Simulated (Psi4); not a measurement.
CH9AlO2Si2 (SMILES [CH3][Al]([O][SiH3])[O][SiH3]), singlet, at a GFN2-xTB geometry (such geometries of metal compounds can be far from the true shape); PBE0/def2-SVP run with Psi4.

The Psi4 input:
```
memory 2 GB

molecule {
0 1
Al    0.32822742    0.51741072    0.46892231
C     1.16848016    1.86037234    1.66597219
H     1.79239289    1.38246890    2.42004864
H     0.41324739    2.46018410    2.17392398
H     1.79207614    2.55355308    1.10100796
O    -0.78572777    0.98862120   -0.69801574
Si   -1.87081817    1.39148817   -1.84213483
H    -3.19780629    1.07484934   -1.30942585
H    -1.56441436    0.61829392   -3.04673104
H    -1.71333385    2.83047692   -2.07166942
O     0.70859396   -1.11571406    0.58712668
Si    1.04257281   -2.70645677    0.66099281
H    -0.19532967   -3.40007236    1.02218297
H     2.06855509   -2.86552681    1.69579393
H     1.53928084   -3.11649754   -0.65385383
}

set {
  basis def2-svp
}

energy('pbe0')
print_variables()
```

It wrote (shortened):

```
   => Loading Basis Set <=

    Name: DEF2-SVP
    Role: ORBITAL
    Keyword: BASIS

         ---------------------------------------------------------
                                   SCF
               by Justin Turney, Rob Parrish, Andy Simmonett
                          and Daniel G. A. Smith
                              RKS Reference
         ---------------------------------------------------------

  ==> Geometry <==

    Molecular point group: c1
    Full point group: C1

    Geometry (in Angstrom), charge = 0, multiplicity = 1:

       Center              X                  Y                   Z               Mass
    ------------   -----------------  -----------------  -----------------  -----------------
         AL           0.332534054979     0.524667214596     0.475045875778    26.981538530000
         C            1.172786794979     1.867628834596     1.672095755778    12.000000000000
         H            1.796699524979     1.389725394596     2.426172205778     1.007825032230
         H            0.417554024979     2.467440594596     2.180047545778     1.007825032230
         H            1.796382774979     2.560809574596     1.107131525778     1.007825032230
         O           -0.781421135021     0.995877694596    -0.691892174222    15.994914619570
         SI          -1.866511535021     1.398744664596    -1.836011264222    27.976926534650
         H           -3.193499655021     1.082105834596    -1.303302284222     1.007825032230
         H           -1.560107725021     0.625550414596    -3.040607474222     1.007825032230
         H           -1.709027215021     2.837733414596    -2.065545854222     1.007825032230
         O            0.712900594979    -1.108457565404     0.593250245778    15.994914619570
         SI           1.046879444979    -2.699200275404     0.667116375778    27.976926534650
         H           -0.191023035021    -3.392815865404     1.028306535778     1.007825032230
         H            2.072861724979    -2.858270315404     1.701917495778     1.007825032230
         H            1.543587474979    -3.109241045404    -0.647730264222     1.007825032230

  Running in c1 symmetry.

  Rotational constants: A =      0.07978  B =      0.02909  C =      0.02173 [cm^-1]
  Rotational constants: A =   2391.60167  B =    872.07327  C =    651.37695 [MHz]
  Nuclear repulsion =  413.900132540575271

  Charge       = 0
  Multiplicity = 1
  Electrons    = 72
  Nalpha       = 36
  Nbeta        = 36

  ==> Algorithm <==

  SCF Algorithm Type is DF.
  DIIS enabled.
  MOM disabled.
  Fractional occupation disabled.
  Guess Type is SAD.
  Energy threshold   = 1.00e-06
  Density threshold  = 1.00e-06
  Integral threshold = 1.00e-12

  ==> Primary Basis <==

  Basis Set: DEF2-SVP
    Blend: DEF2-SVP
    Number of shells: 69
    Number of basis functions: 141
    Number of Cartesian functions: 147
    Spherical Harmonics?: true
    Max angular momentum: 2

  ==> DFT Potential <==

   => LibXC <=

    Version 7.1.2
    S. Lehtola, C. Steigemann, M. J. T. Oliveira, and M. A. L. Marques,  SoftwareX 7, 1–5 (2018) (10.1016/j.softx.2017.11.002)

   => Composite Functional: PBE0 <=

    PBE0 Hyb-GGA Exchange-Correlation Functional

    C. Adamo and V. Barone,  J. Chem. Phys. 110, 6158 (1999) (10.1063/1.478522)
    M. Ernzerhof and G. E. Scuseria,  J. Chem. Phys. 110, 5029 (1999) (10.1063/1.478401)

    Deriv               =              1
    GGA                 =           TRUE
    Meta                =          FALSE

    Exchange Hybrid     =           TRUE
    MP2 Hybrid          =          FALSE

   => Exchange Functionals <=

    0.7500   Perdew, Burke & Ernzerhof

   => Exact (HF) Exchange <=

    0.2500               HF

   => Correlation Functionals <=

    1.0000   Perdew, Burke & Ernzerhof

   => LibXC Density Thresholds  <==

    XC_HYB_GGA_XC_PBEH:  1.00E-15

   => Molecular Quadrature <=

    Radial Scheme          =       TREUTLER
    Pruning Scheme         =           NONE
[...]
    Keyword: DF_BASIS_SCF

  ==> Integral Setup <==

  SCF_SUBTYPE=INCORE selected. In-core MEM_DF algorithm will be used.
  Using in-core AOs.

  ==> MemDFJK: Density-Fitted J/K Matrices <==

    J tasked:                   Yes
    K tasked:                   Yes
    wK tasked:                   No
    Algorithm:                 Core
    Schwarz Cutoff:           1E-12
    Mask sparsity (%):      14.2548
    Fitting Condition:        1E-10

   => Auxiliary Basis Set <=

  Basis Set: (DEF2-SVP AUX)
    Blend: DEF2-UNIVERSAL-JKFIT
    Number of shells: 243
    Number of basis functions: 775
    Number of Cartesian functions: 920
    Spherical Harmonics?: true
    Max angular momentum: 4

  Minimum eigenvalue in the overlap matrix is 1.0755829885E-02.
  Reciprocal condition number of the overlap matrix is 2.0489294901E-03.
    Using symmetric orthogonalization.

  ==> Pre-Iterations <==

  SCF Guess: Superposition of Atomic Densities via on-the-fly atomic UHF (no occupation information).

   -------------------------
    Irrep   Nso     Nmo
   -------------------------
     A        141     141
   -------------------------
    Total     141     141
   -------------------------

  ==> Iterations <==

                           Total Energy        Delta E     RMS |[F,P]|

   @DF-RKS iter SAD: -1013.46260918498569   -1.01346e+03   0.00000e+00
   @DF-RKS iter   1: -1014.03209907490452   -5.69490e-01   7.98942e-03 DIIS/ADIIS
   @DF-RKS iter   2: -1013.26858664897213    7.63512e-01   1.22750e-02 DIIS/ADIIS
   @DF-RKS iter   3: -1014.56060799319107   -1.29202e+00   1.54065e-03 DIIS/ADIIS
   @DF-RKS iter   4: -1014.58023149818655   -1.96235e-02   6.00459e-04 DIIS/ADIIS
   @DF-RKS iter   5: -1014.58397371047317   -3.74221e-03   5.69070e-05 DIIS
   @DF-RKS iter   6: -1014.58401431057075   -4.06001e-05   1.39962e-05 DIIS
   @DF-RKS iter   7: -1014.58401632043353   -2.00986e-06   1.63021e-06 DIIS
   @DF-RKS iter   8: -1014.58401634483425   -2.44007e-08   7.75040e-07 DIIS
  Energy and wave function converged.

  ==> Post-Iterations <==

   Electrons on quadrature grid:
      Ntotal   =   72.0000306498 ; deviation = 3.065e-05

    Orbital Energies [Eh]
    ---------------------

    Doubly Occupied:

[...]
    Virtual:

[...]
    Final Occupation by Irrep:
              A
    DOCC [    36 ]
    NA   [    36 ]
    NB   [    36 ]

  @DF-RKS Final Energy: -1014.58401634483425

   => Energetics <=

    Nuclear Repulsion Energy =            413.9001325405752709
    One-Electron Energy =               -2228.7965700255722368
    Two-Electron Energy =                 865.4315656055314321
    DFT Exchange-Correlation Energy =     -65.1191444653687199
    Empirical Dispersion Energy =           0.0000000000000000
    VV10 Nonlocal Energy =                  0.0000000000000000
    Total Energy =                      -1014.5840163448342537

Computation Completed

Properties will be evaluated at   0.000000,   0.000000,   0.000000 [a0]

Properties computed using the SCF density matrix

 Multipole Moments:

 ------------------------------------------------------------------------------------
     Multipole            Electronic (a.u.)      Nuclear  (a.u.)        Total (a.u.)
 ------------------------------------------------------------------------------------

 L = 1.  Multiply by 2.5417464519 to convert [e a0] to [Debye]
 Dipole X            :         -0.5054125            0.5859621            0.0805496
 Dipole Y            :         -0.8557594            0.9873201            0.1315607
 Dipole Z            :         -0.7235795            0.8331736            0.1095941
 Magnitude           :                                                    0.1892282

 ------------------------------------------------------------------------------------

  Variable Map:
  ----------------------------------------------------------------------------
[...]
  Array Variable Map:
  ----------------------------------------------------------------------------
[...]
[...]
```
